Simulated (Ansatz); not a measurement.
Relaxation of BClH$_{6}$N$_{2}$Si (11 atoms, charge 0, multiplicity 1), to a largest force component of 0.02 eV/Å in at most 40 steps.

Computed with RKS LDA/STO-3G (Ansatz).

```xyz
11
Properties=species:S:1:pos:R:3
N -1.337 1.114 0.521
B -0.313 0.845 -0.523
Cl 0.596 2.232 -1.326
N -0.003 -0.580 -0.975
Si 0.696 -1.480 0.368
H -2.059 1.836 0.059
H -0.894 1.677 1.293
H 0.662 -0.555 -1.753
H -0.213 -1.490 1.582
H 1.952 -0.805 0.789
H 0.979 -2.850 -0.015
```

Problem. Where does it end, and by what steps?

Solution. It converged. The force dipped under the threshold on the way, but the program's further checks kept it going. Limits of this set-up: minimal basis. After 24 steps the energy has fallen by 1.897 eV; Cl3 moved furthest, 1.19 Å.

| step | energy less start (eV) | largest force component (eV/Å) | accepted |
| --- | --- | --- | --- |
| 0 | 0.0000 | 3.961 | yes |
| 1 | -0.5861 | 2.021 | yes |
| 2 | -0.8004 | 1.046 | yes |
| 3 | -0.9776 | 0.478 | yes |
| 4 | -1.1320 | 0.503 | yes |
| 5 | -1.3090 | 0.856 | yes |
| 6 | -1.4961 | 0.991 | yes |
| 7 | -1.7181 | 0.611 | yes |
| 8 | -1.8408 | 0.423 | yes |
| 9 | -1.8562 | 0.286 | yes |
| 10 | -1.8040 | 1.957 | no |
| 11 | -1.8778 | 0.144 | yes |
| 12 | -1.8870 | 0.425 | yes |
| 13 | -1.8918 | 0.073 | yes |
| 14 | -1.8932 | 0.098 | yes |
| 15 | -1.8946 | 0.031 | yes |
| 16 | -1.8952 | 0.085 | yes |
| 17 | -1.8957 | 0.036 | yes |
| 18 | -1.8961 | 0.011 | yes |
| 19 | -1.8965 | 0.021 | yes |
| 20 | -1.8965 | 0.068 | no |
| 21 | -1.8967 | 0.018 | yes |
| 22 | -1.8967 | 0.048 | no |
| 23 | -1.8968 | 0.009 | yes |
| 24 | -1.8969 | 0.016 | yes |

```xyz
11
Properties=species:S:1:pos:R:3
N -1.163 1.260 0.382
B -0.300 0.944 -0.676
Cl -0.296 2.066 -2.094
N 0.556 -0.174 -0.714
Si 0.753 -1.412 0.515
H -1.780 2.094 0.368
H -1.247 0.683 1.243
H 1.137 -0.268 -1.573
H -0.160 -1.101 1.598
H 2.121 -1.426 1.008
H 0.444 -2.723 -0.036
```

Whether the end is a true minimum wasn't checked by a vibrational analysis.

The run took 59 s on 1 thread of Arm Neoverse V1, on a shared host, peak memory 0.14 GiB.
